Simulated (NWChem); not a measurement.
Species: C₂H₄F₂OSi; SMILES [SiH2](/C(F)=C\F)O

```xyz
10

O     -0.0276     2.3650     0.0000
Si    -0.8446     0.9178     0.0000
C      0.5198    -0.3975     0.0000
F      1.7786     0.0972     0.0000
C      0.3713    -1.7221     0.0000
F     -0.8511    -2.2471     0.0000
H      0.9317     2.2726     0.0000
H     -1.6977     0.7759     1.2126
H     -1.6977     0.7759    -1.2126
H      1.1840    -2.4546     0.0000
```
Atoms are numbered in this order, from 1.

Program: NWChem. The geometry was optimised at PBE0/def2-SVP. Level: M06-2X/def2-SVP with SMD (1 M gas to 1 M solution), gas-phase geometry. Reactions with the solvent are ignored.

```json
[
 {"solvent": "water", "dielectric constant": "78.4", "solvation free energy (kcal/mol)": "-1.5", "cavity-dispersion-structure term (kcal/mol)": "4.8", "dipole in solution (D)": "1.98"},
 {"solvent": "acetonitrile", "dielectric constant": "35.7", "solvation free energy (kcal/mol)": "-2.9", "cavity-dispersion-structure term (kcal/mol)": "1.2", "dipole in solution (D)": "1.85"},
 {"solvent": "ethyl acetate", "dielectric constant": "5.99", "solvation free energy (kcal/mol)": "-2.6", "cavity-dispersion-structure term (kcal/mol)": "0.4", "dipole in solution (D)": "1.77"},
 {"solvent": "1-octanol", "dielectric constant": "9.86", "solvation free energy (kcal/mol)": "-3.3", "cavity-dispersion-structure term (kcal/mol)": "2.1", "dipole in solution (D)": "1.90"}
]
```
